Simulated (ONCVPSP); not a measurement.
## Logarithmic derivatives: thulium, ONCV

```json
{
 "Element": "thulium (Tm)",
 "Generator": "ONCVPSP 4.0.1",
 "Type": "optimised norm-conserving Vanderbilt (ONCV)",
 "Functional": "PBE",
 "Relativity": "fully relativistic",
 "Frozen core": "[Kr] 4d10",
 "Valence charge": "23",
 "Reference configuration": "4f12 5s2 5p6 5d1 6s2",
 "Partial waves": "5s+6s: rc 2.00 bohr, ncon 4, nbas 8, qcut 6.6 1/bohr, 2 projectors; 5p: rc 2.20 bohr, ncon 4, nbas 8, qcut 5 1/bohr, 2 projectors, debl 2 Ha; 5d: rc 3.20 bohr, ncon 4, nbas 9, qcut 4.9 1/bohr, 2 projectors, debl 3.6 Ha; 4f: rc 0.75 bohr, ncon 4, nbas 8, qcut 20.2 1/bohr, 2 projectors, debl 1.9 Ha",
 "Local potential": "polynomial inside 0.50 bohr (lpopt 3, dvloc0 0 Ha)",
 "Core correction": "Teter function, fcfact 2.5, rcfact 1.65"
}
```

Open shells are filled in proportion to 2j + 1.

The phase is arctan(r·R′/R) of the radial function R(r), unwrapped; energies in Ha, scanned from -4 to 5 Ha. A pole is an energy at which the radial function vanishes at the test radius. The pseudo phase is shifted by a multiple of π to meet the all-electron one at the reference energy, and phase errors are pseudo minus all-electron; the curves can meet again beyond the range given. Levels narrower than the energy grid can be missing from the lists of poles.

```
channel  radius (bohr)  reference energy (Ha)  poles, all-electron      poles, pseudo  unbroken range about the reference energy with phases within 0.05 rad  phase error 1 Ha above the reference energy (rad)
      s           2.03                  -0.17          -1.86, 4.39  -1.86, 2.85, 4.74                                                              below 2.7                                             -0.006
   p3/2           2.24                  -1.05          -0.73, 4.29        -0.73, 4.12                                                        the whole range                                             -0.000
   p1/2           2.24                  -1.28          -1.04, 3.86        -1.04, 3.78                                                        the whole range                                             -0.000
   d5/2           3.24                  -0.07           0.16, 2.18         0.16, 2.22                                                              below 0.6                                             +0.170
   d3/2           3.24                  -0.08           0.13, 2.13         0.13, 2.18                                                              below 0.6                                             +0.173
   f7/2           0.76                  -0.33                 4.19               4.19                                                        the whole range                                             -0.000
   f5/2           0.76                  -0.38                 4.05               4.05                                                        the whole range                                             +0.000
```

Note: ghosts flagged at negative energy: s at -943.7 eV, p3/2 at -440.8 eV, d5/2 at -179.5 eV, p1/2 at -386.5 eV, d3/2 at -159.9 eV; GHOST(+) flagged for s at 74.9 eV. A true bound ghost makes a file unfit for plane-wave use.

Phases in the p3/2 channel:

| E (Ha) | all-electron | pseudo |
| --- | --- | --- |
| -3.98 | 1.358 | 1.357 |
| -3.50 | 1.334 | 1.334 |
| -3.02 | 1.300 | 1.300 |
| -2.54 | 1.244 | 1.244 |
| -2.06 | 1.129 | 1.129 |
| -1.58 | 0.679 | 0.679 |
| -1.10 | -1.214 | -1.214 |
| -0.62 | -1.621 | -1.621 |
| -0.14 | -1.782 | -1.783 |
| 0.34 | -1.960 | -1.960 |
| 0.82 | -2.347 | -2.347 |
| 1.30 | -3.440 | -3.440 |
| 1.78 | -4.202 | -4.204 |
| 2.26 | -4.446 | -4.448 |
| 2.74 | -4.556 | -4.559 |
| 3.22 | -4.622 | -4.626 |
| 3.70 | -4.668 | -4.675 |
| 4.18 | -4.705 | -4.717 |
| 4.66 | -4.739 | -4.761 |
